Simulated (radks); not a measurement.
Q: These are the eigenvalues of the occupied orbitals of an atom or ion with whole-number occupations (eV). Calculated with a radial shooting solver on a logarithmic mesh with Libxc functionals: scalar-relativistic Kohn-Sham, exchange-only r2SCAN, spin-unpolarised, spherical densities, finite nucleus; meta-GGA in the generalised Kohn-Sham scheme; Fermi nuclear charge, rms radius of each element as measured or else 0.836 A^(1/3) + 0.57 fm.

orbital  eigenvalue
1s        -4905.234
2s        -559.8473
2p        -464.3743
3s         -80.1716
3p         -55.0393
3d         -18.0554

Which element is it, and in what charge state? The configuration may be excited.

A: Z = 22, titanium, charge +2: Ti2+ in [Ar] 3d2. The list shows which subshells hold electrons but not how many an open one holds; the 1s level, -180.26 hartree, gives Z - s = 19.0 by -(Z - s)^2/2, which with screening and relativity narrows Z to a few neighbours, and the depths of the outer levels then fix element, charge and occupations together.
